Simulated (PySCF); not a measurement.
SMILES C=C[Si](C)(Br)Br (C₃H₆Br₂Si), PBE0/def2-SVP optimised geometry.

```
12

C     -1.63    -1.76    -1.60
C     -0.83    -0.68    -1.58
Si    -0.25     0.11     0.00
C     -0.85    -0.72     1.55
Br    -0.93     2.24     0.00
Br     1.99     0.11     0.00
H     -1.99    -2.24    -0.68
H     -1.96    -2.21    -2.54
H     -0.49    -0.24    -2.52
H     -0.47    -0.19     2.43
H     -1.95    -0.71     1.59
H     -0.51    -1.77     1.59
```

Density from PBE0/def2-TZVP (PySCF) at that geometry.

Minimum of the electron density along straight lines between bonded atoms, close to the bond critical point (lines longer than 1.1 times the sum of covalent radii, or with two minima, are not listed):

```json
[
 {"bond": "C1–C2", "length / Å": "1.338", "ρ at the minimum / e bohr⁻³": "0.345", "∇²ρ there / e bohr⁻⁵": "-1.03", "position (fraction from the first atom)": "0.51"},
 {"bond": "C2–Si3", "length / Å": "1.856", "ρ at the minimum / e bohr⁻³": "0.127", "∇²ρ there / e bohr⁻⁵": "0.20", "position (fraction from the first atom)": "0.61"},
 {"bond": "Si3–C4", "length / Å": "1.861", "ρ at the minimum / e bohr⁻³": "0.127", "∇²ρ there / e bohr⁻⁵": "0.17", "position (fraction from the first atom)": "0.39"},
 {"bond": "Si3–Br5", "length / Å": "2.235", "ρ at the minimum / e bohr⁻³": "0.088", "∇²ρ there / e bohr⁻⁵": "0.08", "position (fraction from the first atom)": "0.35"},
 {"bond": "Si3–Br6", "length / Å": "2.235", "ρ at the minimum / e bohr⁻³": "0.088", "∇²ρ there / e bohr⁻⁵": "0.08", "position (fraction from the first atom)": "0.35"},
 {"bond": "C1–H7", "length / Å": "1.096", "ρ at the minimum / e bohr⁻³": "0.278", "∇²ρ there / e bohr⁻⁵": "-0.97", "position (fraction from the first atom)": "0.65"},
 {"bond": "C1–H8", "length / Å": "1.096", "ρ at the minimum / e bohr⁻³": "0.278", "∇²ρ there / e bohr⁻⁵": "-0.97", "position (fraction from the first atom)": "0.65"},
 {"bond": "C2–H9", "length / Å": "1.097", "ρ at the minimum / e bohr⁻³": "0.275", "∇²ρ there / e bohr⁻⁵": "-0.94", "position (fraction from the first atom)": "0.65"},
 {"bond": "C4–H10", "length / Å": "1.100", "ρ at the minimum / e bohr⁻³": "0.268", "∇²ρ there / e bohr⁻⁵": "-0.88", "position (fraction from the first atom)": "0.64"},
 {"bond": "C4–H11", "length / Å": "1.101", "ρ at the minimum / e bohr⁻³": "0.267", "∇²ρ there / e bohr⁻⁵": "-0.88", "position (fraction from the first atom)": "0.64"},
 {"bond": "C4–H12", "length / Å": "1.101", "ρ at the minimum / e bohr⁻³": "0.267", "∇²ρ there / e bohr⁻⁵": "-0.88", "position (fraction from the first atom)": "0.64"}
]
```
